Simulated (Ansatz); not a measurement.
A nudged elastic band was laid between two geometries of Cl3F3Mo + H2 (9 atoms, charge 0, multiplicity 1).

Computed with Ansatz 0.2.0, RKS LDA/def2-SVP.

```yaml
movable_images: 7
climbing_image: yes
spring: 0.5 eV/Å²
optimiser: quadratic models (default)
start_path: through a guess of the saddle point
force_threshold: 0.05 eV/Å
iteration_limit: 60
end_points: relaxed
```

Initial state:

```xyz
9
Properties=species:S:1:pos:R:3
Mo 0.091 -0.246 -0.255
F -0.125 -0.191 1.575
Cl 2.324 0.007 0.076
F -0.098 1.572 -0.317
Cl -2.161 -0.477 -0.440
F 0.273 -2.064 -0.132
Cl 0.360 -0.346 -2.499
H -1.685 2.257 1.840
H -1.388 1.605 2.156
```

Final state:

```xyz
9
Properties=species:S:1:pos:R:3
Mo -0.067 0.107 -0.204
F 0.217 0.684 2.035
Cl 2.186 0.033 0.136
F -0.035 1.924 -0.291
Cl -2.408 0.076 -0.953
F -0.285 -1.499 0.623
Cl 0.143 -0.480 -2.349
H -1.513 0.432 0.619
H -0.648 0.841 2.388
```

Question: Which bonds break or form, and what moves?

Answer: Bonds broken: H8–H9. Bonds formed: Mo1–H8, F2–H9. Cl3F3Mo + H2 becomes Cl3F3H2Mo.

Question: What energy profile does the band end with?

Answer: The forces met the threshold. The highest image is number 4 of 0 to 8, 24.6 kcal/mol above the first end and 11.3 kcal/mol above the last; the last end lies 13.3 kcal/mol above the first. A structure lower than the first end lies on the path between it and the top, so the climb from that side starts below the end, which may itself be a saddle point or a shallow side well. The order of the point at the top wasn't checked. The orbitals stay closed-shell, which can raise the energy where a bond breaks towards radicals; this wasn't checked here.

| image | path coordinate (Å) | energy (kcal/mol) | H8–H9 (Å) | Mo1–H8 (Å) | F2–H9 (Å) |
| --- | --- | --- | --- | --- | --- |
| 0 | 0.00 | 0.0 | 0.78 | 3.72 | 2.27 |
| 1 | 1.14 | -0.3 | 0.78 | 3.93 | 2.16 |
| 2 | 2.28 | -0.5 | 0.79 | 3.64 | 2.13 |
| 3 | 3.42 | 11.2 | 0.78 | 2.79 | 1.92 |
| 4 | 4.56 | 24.6 | 0.91 | 1.89 | 1.40 |
| 5 | 4.85 | 20.6 | 1.11 | 1.81 | 1.11 |
| 6 | 5.13 | 15.5 | 1.38 | 1.74 | 0.99 |
| 7 | 5.42 | 13.8 | 1.69 | 1.71 | 0.96 |
| 8 | 5.71 | 13.3 | 2.01 | 1.69 | 0.95 |

Question: What is the geometry of the highest image?

Answer: 
```xyz
9
Properties=species:S:1:pos:R:3
Mo -0.074 0.168 -0.019
F 0.493 0.493 1.907
Cl 2.187 -0.065 -0.023
F -0.034 1.987 -0.122
Cl -2.331 0.227 -0.835
F -0.389 -1.528 0.571
Cl 0.190 -0.288 -2.235
H -1.569 0.535 1.081
H -0.882 0.586 1.678
```

Run time: 3.9 min on 4 threads of Intel(R) Xeon(R) Platinum 8488C (Sapphire Rapids), on a shared host, peak memory 0.26 GiB.
